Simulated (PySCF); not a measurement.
```xyz
3
charge -1 multiplicity 2, angstrom
Pt    0.0000    0.0000   -0.1072
S     2.1040    0.0000    0.3614
S    -2.1040    0.0000    0.3614
```

These are results of UB3LYP in PySCF with Pt def2-SVPD with ECP60, S def2-SVPD; scalar-relativistic core potentials, no spin–orbit coupling; density-fitted integrals, not measurements.

This geometry of PtS₂⁻ is a stationary point at this level.

Question: What is the point group?

Answer: C2v.

Question: Is it a minimum?

Answer: Yes: all harmonic wavenumbers are real, though the softest, 57 cm⁻¹, leaves little margin.

Question: List the harmonic modes with their infrared intensities.

Answer: 
| symmetry | ω (cm⁻¹) | IR (km/mol) | type |
| --- | --- | --- | --- |
| a1 | 57 | 4.1 | bend |
| a1 | 448 | 2.3 | stretch |
| b2 | 449 | 112 | stretch |

Question: Give the atomic charges and bond orders.

Answer: 
```json
{"atom": "Pt1", "Mulliken": "0.36", "Löwdin": "-0.41", "polar tensor": "0.35", "spin (Mulliken)": "0.33", "Mayer order to Pt1": "–"}
{"atom": "S2,3", "Mulliken": "-0.68", "Löwdin": "-0.30", "polar tensor": "-0.67", "spin (Mulliken)": "0.34", "Mayer order to Pt1": "1.32"}
```
Other Mayer orders above 0.3: S–S 0.60.

Question: Give the ideal-gas entropy at 298.15 K and 1 bar by parts.

Answer: translation 178.2, rotation 99.7, vibration 25.8, spin 5.8; total 309.3 J/(mol K).

In C2v the vibrations span 2a1 + b2. Here b1 is antisymmetric to the molecular plane and b2 lies in it.

This need not be the most stable arrangement of these atoms. Open d and f shells are described by one determinant, and the ground state may have another occupation or spin. The lowest empty level of this anion is unbound, so it and the gap depend on the basis. No spin–orbit coupling is included, which matters more the heavier the element.
